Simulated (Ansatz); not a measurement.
Frontier orbitals of C$_{4}$H$_{12}$Sn, SMILES `C[CH2][SnH2][CH2]C`.

```xyz
17

C    -1.322    1.709    0.613
C    -1.621    0.579   -0.362
Sn   -0.687   -1.278    0.200
C     1.431   -0.943    0.416
C     2.060   -0.330   -0.827
H    -1.799    2.645    0.305
H    -1.682    1.480    1.620
H    -0.249    1.904    0.690
H    -2.697    0.403   -0.440
H    -1.272    0.828   -1.368
H    -0.959   -2.469   -1.006
H    -1.355   -1.831    1.682
H     1.572   -0.296    1.286
H     1.897   -1.901    0.660
H     3.133   -0.161   -0.694
H     1.939   -0.975   -1.701
H     1.610    0.636   -1.074
```

Charge 0, multiplicity 1. Correlated methods include outer-core shells of Sn, which these sets cover unevenly. Sn: def2 effective core potential. The geometry is a stationary point of PBE0-D4/def2-TZVP. It is one conformer, not always the lowest. Basis def2-TZVPP, Ansatz.

```csv
functional,HOMO (eV),LUMO (eV),gap (eV)
PBE,-6.23,-0.17,6.06
revPBE,-6.17,-0.06,6.11
PBE0,-7.36,0.55,7.91
ωB97X-V,-9.63,2.19,11.82
ωB97M-V,-9.52,1.74,11.26
```

A quarter of exact exchange (PBE0) shifts PBE's HOMO by −1.14 eV and its LUMO by +0.71 eV; full exchange at long range (ωB97M-V) shifts them by −3.29 and +1.91 eV. The gap opens from 6.06 to 11.26 eV, since occupied levels lose self-interaction and empty ones feel all the electrons. A positive LUMO is unbound and depends on the basis.
